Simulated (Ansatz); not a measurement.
Energy profile

The step: Si₂H₆SO ([OH][SiH]([SiH3])[SH]) → Si₂H₄O ([O][SiH][SiH3]) + H₂S (still joined by a long Si–S bond); bonds formed: S2–H4; bonds broken: O3–H4; bonds weakened to dative contacts: Si1–S2 (atoms numbered as in the saddle structure below).

Si1  (-0.126, 0.841, 0.031)
S2  (1.066, -0.131, -1.884)
O3  (-1.186, 1.393, -0.961)
H4  (-0.151, 0.588, -2.075)
H5  (0.955, 1.710, 0.592)
Si6  (-0.528, -1.041, 1.375)
H7  (1.813, 0.973, -2.063)
H8  (0.750, -1.529, 1.962)
H9  (-1.130, -2.118, 0.545)
H10  (-1.462, -0.687, 2.477)
(Å)

Electronic energies by CCSD(T) at an estimated basis limit (MP2 extrapolated from triple and quadruple zeta, plus CCSD(T) − MP2 in triple zeta), on PBE0-D4/def2-TZVP structures; Si$_{2}$H$_{6}$SO, singlet; no counterpoise correction. Ansatz 0.2.0; basis: def2-TZVPP and def2-QZVPP; cores frozen in the correlated methods. Extrapolation: Hartree–Fock as exp(−7.88 √X), correlation as X^−2.97.

Problem. Give the profile in eV, counted from the start structure. (Judge from chemistry; the value comes from the calculation.)

Solution. By the calculation:
| point | eV |
| --- | --- |
| start structure | 0.000 |
| saddle | 2.300 |
| end structure | 2.132 |
| separated: Si$_{2}$H$_{4}$O (linked as [O][SiH][SiH3]; Si1, O3, H5, Si6, H8, H9, H10; singlet) + H$_{2}$S (S2, H4, H7; singlet) | 2.579 |

No T1 diagnostic of these runs exceeds 0.021.

For scale, one of the runs: CCSD(T)/def2-TZVPP, 241 basis functions, launched by `ansatz run in.yaml --threads 4 --pin off --events-out ev --progress --plain --max-ram 9574MiB`. Hardware: 4 CPU threads of an Arm Neoverse V2, shared host. Wall time 64 s; peak host memory 4.2 GiB.
